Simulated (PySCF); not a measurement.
C₂H₉BGeO₂.
SMILES: `CO[B]([GeH3])OC`

All values: CAM-B3LYP/def2-SVPD (PySCF, non-relativistic), on one gas-phase PBE0-D3(BJ)/def2-SVP geometry that isn't relaxed in the solvent. The solvent is an IEF-PCM continuum (van der Waals radii × 1.2), and excitations are vertical TDDFT with non-equilibrium linear response and a frozen core. The model holds no explicit solvent molecules, cavitation or dispersion. Spin–orbit coupling is left out although an atom past zinc is present.

Gas-phase singlets (H = HOMO, L = LUMO):

```json
{"state": "S1", "E (eV)": "6.736", "λ (nm)": "184", "f": "0.021", "leading configurations": "H→L+1 94%"}
{"state": "S2", "E (eV)": "7.346", "λ (nm)": "169", "f": "0.055", "leading configurations": "H→L 93%"}
{"state": "S3", "E (eV)": "7.838", "λ (nm)": "158", "f": "0.081", "leading configurations": "H-1→L+1 65%, H→L+3 10%"}
{"state": "S4", "E (eV)": "7.904", "λ (nm)": "157", "f": "0.004", "leading configurations": "H-1→L 74%, H-1→L+2 9%"}
{"state": "S5", "E (eV)": "8.012", "λ (nm)": "155", "f": "0.074", "leading configurations": "H→L+3 44%, H-1→L+1 22%"}
```

How does the list change in chloroform (ε = 4.711)?

```tsv
state	E (eV)	λ (nm)	f	leading configurations	change by rank (eV)
S1	6.727	184	0.032	H→L+1 95%	-0.009
S2	7.356	169	0.089	H→L 94%	+0.010
S3	7.773	160	0.149	H-1→L+1 83%	-0.065
S4	7.888	157	0.005	H-1→L 76%, H-1→L+2 12%	-0.016
S5	8.030	154	0.047	H→L+3 56%, H→L+5 11%	+0.018
```

What are the lowest 5 singlets in dimethylsulfoxide (ε = 46.83)?

| state | E (eV) | λ (nm) | f | leading configurations | change by rank (eV) |
| --- | --- | --- | --- | --- | --- |
| S1 | 6.732 | 184 | 0.032 | H→L+1 95% | -0.004 |
| S2 | 7.364 | 168 | 0.093 | H→L 94% | +0.018 |
| S3 | 7.762 | 160 | 0.153 | H-1→L+1 85% | -0.076 |
| S4 | 7.887 | 157 | 0.004 | H-1→L 76%, H-1→L+2 13% | -0.017 |
| S5 | 8.050 | 154 | 0.042 | H→L+3 60%, H→L+5 12% | +0.038 |

How do the frontier levels move from gas to dimethylsulfoxide?

```json
{"orbital": "LUMO+2", "gas (eV)": "1.48", "solvent (eV)": "1.54", "change (eV)": "+0.06"}
{"orbital": "LUMO+1", "gas (eV)": "1.09", "solvent (eV)": "1.08", "change (eV)": "-0.01"}
{"orbital": "LUMO", "gas (eV)": "0.84", "solvent (eV)": "0.87", "change (eV)": "+0.03"}
{"orbital": "HOMO", "gas (eV)": "-9.28", "solvent (eV)": "-9.31", "change (eV)": "-0.03"}
{"orbital": "HOMO-1", "gas (eV)": "-9.93", "solvent (eV)": "-9.85", "change (eV)": "+0.08"}
{"orbital": "HOMO-2", "gas (eV)": "-10.50", "solvent (eV)": "-10.54", "change (eV)": "-0.04"}
{"orbital": "HOMO-3", "gas (eV)": "-10.51", "solvent (eV)": "-10.61", "change (eV)": "-0.10"}
```

The HOMO–LUMO gap goes from 10.12 to 10.18 eV. Rows go by rank; for HOMO-3 and HOMO-2 the atom shares or the degeneracy differ between the runs, so the row needn't follow one orbital.

The values belong to the conformer `[CH3:1][O:2][B:3]([GeH3:4])[O:5][CH3:6]`: C1–O2–B3–Ge4 180°, O2–B3–O5–C6 -179°.
